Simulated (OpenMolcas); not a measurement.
A calculation on Ru+.

```yaml
Program: OpenMolcas 26.06
Method: CASSCF
Basis: ANO-RCC-VQZP [8s7p5d3f2g1h]
Scalar_Hamiltonian: DKH2, point nucleus
Active_space: 7 electrons in 6 orbitals (4d 5s)
State_averaging: 2S+1 = 4 even, 50 roots; 2S+1 = 6 even, 6 roots kept (CI in the orbitals of an earlier block); 2S+1 = 2 even, 105 roots kept (CI in the orbitals of an earlier block)
Spin-orbit_coupling: RASSI with atomic mean-field integrals over the reference wave functions, term energies averaged over their components
```

Question: Which level of the active space comes out lowest?

Answer: 4d6 5s 6D 9/2, with 56 % of that term.

Question: How high does 4d7 4P 5/2 lie?

Answer: 11067 cm-1 above the lowest level.

Question: How high does 4d6 5s 6D 5/2 lie?

Answer: 1828 cm-1 above the lowest level.

Question: How high does 4d7 4F 7/2 lie?

Answer: 1915 cm-1 above the lowest level.

Question: The level at 481 cm-1 has J = 9/2. What is it made of, and what is its g factor?

Answer: 56 % 4d7 4F 9/2, 43 % 4d6 5s 6D; g = 1.429, against 1.334 from Landé's formula for the pure leading term.

Without dynamic correlation excited terms often stand tens of per cent too high (terms of higher spin than the ground term too low), and those without a measured partner can miss by more than the paired ones. Terms from blocks run as CI alone lack orbitals of their own. The lowest computed level is not the ground level that NIST lists (4F9/2). Configurations are named by rounded mean occupations; where the s occupation lies near a half they are strongly mixed, a name can repeat and a true partner stay unpaired. A single d shell beside an s shell can misplace configurations of different d count against each other. Only configurations of the active space appear.
